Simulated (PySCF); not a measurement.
Compound: (HAlPH)4 cubane, Al4H8P4.
Geometry (PBE0-D3(BJ)/def2-SVP, Å), atoms numbered from 1 in this order:
```
atom  x, y, z in Å
Al1   -1.7192    1.0418    0.6654
H2    -3.0064    1.8255    1.1513
P3    -0.2768   -0.3371    2.0322
Al4    1.6928    0.6866    1.0678
H5     2.9510    1.2089    1.8733
P6     0.2503    2.0262   -0.3372
Al7    0.2764    0.3365   -2.0676
H8     0.4901    0.5961   -3.6147
P9    -1.6616   -0.6773   -1.0366
Al10  -0.2576   -2.0743    0.3503
H11   -0.4449   -3.6254    0.6066
P12    1.6818   -1.0227   -0.6427
H13   -0.4703   -0.5656    3.4156
H14    0.4299    3.4112   -0.5672
H15   -2.7960   -1.1322   -1.7510
H16    2.8261   -1.7322   -1.0793
```

The closed-shell ground state was solved at several levels (PySCF, density fitting, gas phase, non-relativistic). The dipole stays under 0.02 D at every level.

| level | basis functions | HOMO (eV) | LUMO (eV) | gap (eV) |
| --- | --- | --- | --- | --- |
| B3LYP/pcSseg-1 (pcSseg-2 on Al) | 308 | -6.68 | -1.77 | 4.91 |
| wB97X-D/def2-SVPD | 256 | -8.56 | -0.30 | 8.26 |
| PBE0/pcSseg-1 (pcSseg-2 on Al) | 308 | -6.93 | -1.71 | 5.22 |

Problem. Estimate the row for PBE/pcSseg-1 (pcSseg-2 on Al), a basis of 308 functions; the other rows only guide the guess.

Solution. HOMO -5.96 eV, LUMO -2.46 eV, gap 3.50 eV.

Problem. Over all these levels, which gives the widest orbital gap and which the narrowest?

Solution. wB97X-D/def2-SVPD (range-separated hybrid) has the widest, 8.26 eV, and PBE/pcSseg-1 (pcSseg-2 on Al) (GGA) the narrowest, 3.50 eV. Functional and basis both differ between the two, so the spread mixes both effects.

Problem. In the pcSseg-1 (pcSseg-2 on Al) basis, how does the gap go with the fixed share of exact exchange?

Solution. PBE (0 %) 3.50 eV; B3LYP (20 %) 4.91 eV; PBE0 (25 %) 5.22 eV. Each rise in the share widens the gap here.

One conformer stands for the species.
